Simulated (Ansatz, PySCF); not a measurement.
Hf(OH)2 (H2HfO2), SMILES [OH][Hf][OH] (connectivity only; charge and spin as stated), neutral, multiplicity 3. Atoms are numbered in the order given.

```xyz
5

Hf     0.0000     0.0000    -0.0492
O      0.0000    -1.8794     0.4209
H      0.0000    -2.7070     0.8909
O      0.0000     1.8794     0.4209
H      0.0000     2.7070     0.8909
```
Charge 0, spin multiplicity 3.

The structure is a stationary point at PBE0-D3(BJ)/def2-TZVP. The multiplicity is an assumed one; other spin states were not compared. The def2 effective core potentials stand for the cores of Hf; spin–orbit coupling is left out. Other conformers were not sampled.

Two levels are set side by side: PBE-D3(BJ)/def2-TZVP (Ansatz, a first-principles code) and PBE0-D3(BJ)/def2-TZVP (Ansatz). Each level has its own optimised geometry; the coordinates shown are those of the second. Frequencies come from the Hessian of PySCF at each geometry. Differences are taken from unrounded values.

```csv
quantity,PBE0-D3(BJ),PBE-D3(BJ),PBE-D3(BJ) minus PBE0-D3(BJ)
mean bond length (Å),1.445,1.455,0.010
bond Hf1–O2 (Å),1.937,1.947,0.009
bond Hf1–O4 (Å),1.937,1.947,0.009
bond O2–H3 (Å),0.952,0.963,0.011
bond O4–H5 (Å),0.952,0.963,0.011
highest harmonic wavenumber (cm⁻¹),4015,3855,-159
mean harmonic wavenumber (cm⁻¹),1217,1166,-51
zero-point energy (kcal/mol),15.65,15.00,-0.66
```

Exact exchange shortens and stiffens bonds; PBE has none. Differences between two approximate levels are no errors against the true value.
